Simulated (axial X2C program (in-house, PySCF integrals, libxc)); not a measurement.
Spin–orbit effects down a group: molecules with In, HF

All values come from calculations with an in-house all-electron X2C program for linear molecules (integrals from PySCF), spin-free (one-electron X2C) or two-component (2c: spin–orbit coupling with atomic mean-field Coulomb and Gaunt terms, which also bring small scalar terms), in Dyall basis sets with cores contracted in-house; open shells are unrestricted.

Basis sets: C dyall-v3z, Ge dyall-cv3z, In dyall-cv3z, Si dyall-v3z, Sn dyall-cv3z.

| molecule | spin-free state | Re (Å) | ωe (cm⁻¹) | De (eV) | 2c state | Re 2c (Å) | ωe 2c (cm⁻¹) | De 2c (eV) |
| --- | --- | --- | --- | --- | --- | --- | --- | --- |
| InC | M_S = 3/2, Λ = 0 | 2.231 | 480.8 | 1.99 | Ω = 3/2 | 2.231 | 480.6 | 1.81 |
| InSi | M_S = 3/2, Λ = 0 | 2.694 | 239.4 | 1.45 | Ω = 3/2 | 2.694 | 239.1 | n/a |
| InGe | M_S = 3/2, Λ = 0 | 2.740 | 165.8 | 1.39 | Ω = 3/2 | 2.741 | 165.3 | n/a |
| InSn | M_S = 3/2, Λ = 0 | 2.930 | 133.1 | 1.25 | Ω = 3/2 | 2.934 | 132.1 | n/a |

Each entry is the lowest single determinant of a limited PBE0 search at one distance. De goes to single-determinant-based atoms at the same level (for ions the charge split of lowest energy) and is withheld (n/a) where an atom does not fit its ground term or J level. Main or longest-lived isotopes. One determinant is a doubtful description, or other states lie close, for InC, InSi, InGe, InSn; these need not be ground states, and all values refer to the states named. With several unpaired electrons the Ω given is that of one determinant, not necessarily of the lowest component. Some light 2c atoms are not at their ground J level, so De misses part of their lowering (0.04 eV or less).
